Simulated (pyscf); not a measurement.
**H₃Si–Cl, singlet**

Gas-phase minimum from PySCF at ωB97X-D3(BJ)/def2-SVP, one conformer. 

```xyz
5

Si     0.2393    -0.1148    -0.2995
Cl     0.6556     0.0978    -2.3120
H     -0.4751     1.0994     0.1723
H     -0.6145    -1.3162    -0.1118
H      1.5183    -0.2755     0.4394
```
Charge 0, spin multiplicity 1.

Bond lengths (Å): Si1–Cl2 2.066, Si1–H3 1.486, Si1–H4 1.486, Si1–H5 1.486. Angles (°): Cl2–Si1–H3 108.8, Cl2–Si1–H4 108.8, Cl2–Si1–H5 108.8, H3–Si1–H4 110.1, H3–Si1–H5 110.1, H4–Si1–H5 110.1.

Properties at ωB97X-D3(BJ)/def2-SVP:

```
Quantity                                                                                                                                                             Value
---------------------------------------------------------------------------------------------------------------------  ---------------------------------------------------
Harmonic wavenumbers, unscaled                                                                                         568, 675, 675, 962, 962, 980, 2284, 2290, 2290 cm⁻¹
Zero-point energy                                                                                                                                            16.7 kcal/mol
Rotational symmetry number                                                                                                                                               3
Entropy of this conformer at 298 K and 1 atm, rigid rotor and harmonic oscillator, modes under 100 cm⁻¹ raised to 100                                      250.4 J/(mol K)
Dipole moment                                                                                                                                                       1.45 D
```

Single-point totals, which compare only within one level (frozen core for MP2 and CC):

| level | total energy (hartree) |
|---|---|
| ωB97X-D3(BJ)/def2-TZVP | -751.59373 |
| PBE/def2-TZVP | -751.20814 |
| r²SCAN/def2-TZVP | -751.49630 |
| B3LYP-D3(BJ)/def2-TZVP | -751.60310 |
| PBE0-D3(BJ)/def2-TZVP | -751.28124 |
| M06-2X/def2-TZVP | -751.51411 |
| ωB97M-D3(BJ)/def2-TZVP | -751.64665 |
| HF/def2-TZVPP | -750.24798 |
| MP2/def2-TZVPP | -750.56840 |
| CCSD/def2-TZVPP | -750.60652 |
| CCSD(T)/def2-TZVPP | -750.61926 |

The CCSD(T) − MP2 part came from Ansatz, without density fitting, on the same reference.
